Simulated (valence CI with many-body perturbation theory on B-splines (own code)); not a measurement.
The numbers below are computed, except where a source is named.
Hyperfine factors and g values of W⁶¹⁺

Method: relativistic CI+MBPT: three valence electrons over a frozen Dirac-Fock core [Ne], a basis of 11 s, 11 p, 9 d, 7 f, 5 g, 2 h, 1 i functions for each j, with the one-electron correlation potential Σ1 (screened to all orders), the two-electron term Σ2, the three-electron term Σ3, Breit, model QED; selected single and double excitations, second order for the rest (own B-spline code, finite nucleus).

The last digits are not significant, and no measured levels were compared; by estimate large intervals hold to a few tenths of a per cent, small ones and those within an open d or f shell to about a per cent.

A/g_I is the dipole constant over the nuclear g factor μ/I (μ in nuclear magnetons, uniformly magnetised nucleus), B/Q the quadrupole constant per barn. Both hold the static response of the core; the bare values leave it out. Large factors of s and p1/2 electrons are usually good to 5 to 10 %; those of open d and f shells near neutrality can be off by tens of per cent, and small factors of p3/2, d and f electrons come from cancelling terms and can be off by a factor of two or in sign, in half-filled shells by more. B is blank for J = 1/2, where it vanishes, and for nearly pure S terms. Energies count from the lowest level.

Levels are named by their leading jj configuration (3d3/2^4 stands for four electrons in 3d with j = 3/2), which in mixed levels can hold well under half, so a name can repeat and another be missing. Letters in brackets count levels of one name in rising energy.

```tsv
Level	E (× 10³ cm⁻¹)	g	A/g_I (MHz)	A/g_I bare	B/Q (MHz/b)	B/Q bare
(3s^2 3p1/2) J=1/2	0.00	0.647	1930000	1890000		
(3s 3p1/2^2) J=1/2	1350.8	2.106	5770000	5660000		
(3s^2 3p3/2) J=3/2	2932.1	1.320	222000	221000	439000	433000
(3s 3p1/2 3p3/2) J=3/2 [a]	4038.4	1.627	1310000	1290000	356000	351000
(3s 3p1/2 3p3/2) J=5/2	4185.0	1.335	1650000	1620000	357000	353000
(3s 3p1/2 3p3/2) J=3/2 [b]	4354.9	0.968	152000	154000	216000	214000
(3s 3p1/2 3p3/2) J=1/2	4436.2	1.262	-2140000	-2090000		
(3s^2 3d3/2) J=3/2	4818.3	0.827	50400	54600	99500	101000
(3s^2 3d5/2) J=5/2	5409.5	1.195	79400	81700	84600	86800
(3p1/2^2 3p3/2) J=3/2	5678.0	1.051	45600	50100	281000	279000
(3s 3p1/2 3d3/2) J=3/2 [a]	5785.7	0.732	-211000	-202000	181000	180000
(3s 3p1/2 3d3/2) J=5/2	5884.0	1.020	1590000	1560000	34400	37000
(3s 3p1/2 3d3/2) J=1/2	6097.8	0.398	-2370000	-2310000		
(3s 3p1/2 3d3/2) J=3/2 [b]	6151.8	1.281	1440000	1410000	78400	78200
(3s 3p1/2 3d5/2) J=5/2 [a]	6547.4	1.349	549000	543000	84600	86700
(3s 3p1/2 3d5/2) J=7/2	6661.7	1.236	1130000	1110000	25300	28400
(3s 3p1/2 3d5/2) J=5/2 [b]	6744.5	1.035	1930	6380	97400	98800
(3s 3p1/2 3d5/2) J=3/2	6783.9	1.109	-1310000	-1280000	46700	48200
(3s 3p3/2^2) J=5/2	7068.0	1.429	1340000	1320000	93600	92300
(3s 3p3/2^2) J=1/2	7369.0	1.923	5840000	5720000		
(3p1/2^2 3d3/2) J=3/2	7390.7	0.831	-18300	-14100	53600	55600
(3s 3p3/2^2) J=3/2	7429.9	1.134	-760000	-738000	-46200	-45200
(3p1/2^2 3d5/2) J=5/2	8177.8	1.191	40100	45600	66700	69300
(3p1/2 3p3/2^2) J=5/2	8556.4	1.172	755000	744000	37000	36800
(3p1/2 3p3/2^2) J=3/2	8595.5	1.420	-14800	-5680	14600	14300
(3p1/2 3p3/2^2) J=1/2	8732.6	0.745	2400000	2350000		
(3s 3p3/2 3d3/2) J=3/2 [a]	8819.3	1.284	639000	632000	-1610	-3340
(3s 3p3/2 3d3/2) J=1/2 [a]	8833.7	2.130	2170000	2140000		
(3s 3p3/2 3d3/2) J=5/2 [a]	8852.9	1.218	592000	586000	178000	176000
(3s 3p3/2 3d3/2) J=7/2	8875.5	1.227	957000	942000	465000	461000
(3s 3p3/2 3d3/2) J=3/2 [b]	9100.6	0.984	260000	259000	-230000	-227000
(3s 3p3/2 3d3/2) J=5/2 [b]	9205.3	0.961	-197000	-187000	267000	266000
(3s 3p3/2 3d3/2) J=1/2 [b]	9249.5	0.609	1160000	1140000		
(3s 3p3/2 3d5/2) J=9/2	9316.2	1.320	746000	736000	536000	532000
(3s 3p3/2 3d5/2) J=5/2 [a]	9499.7	1.339	1130000	1110000	-236000	-232000
(3s 3p3/2 3d5/2) J=7/2 [a]	9570.5	1.240	452000	447000	292000	291000
(3s 3p3/2 3d5/2) J=3/2 [a]	9597.4	1.147	-508000	-491000	-239000	-236000
(3s 3p3/2 3d5/2) J=7/2 [b]	9726.0	1.196	-37300	-31300	264000	264000
(3s 3p3/2 3d5/2) J=1/2	9801.2	0.713	-1750000	-1710000		
(3s 3p3/2 3d5/2) J=3/2 [b]	9887.9	1.300	1360000	1330000	136000	136000
```

Problem. Take the isotope of mass number 183, with I = 1/2, μ = 0.11739 μN. What is the hyperfine structure of (3s^2 3p1/2) J=1/2?

Solution. From the table A = 452000 MHz. Shifts from the centre of gravity in MHz: F = 0: -339000, F = 1: 113000.
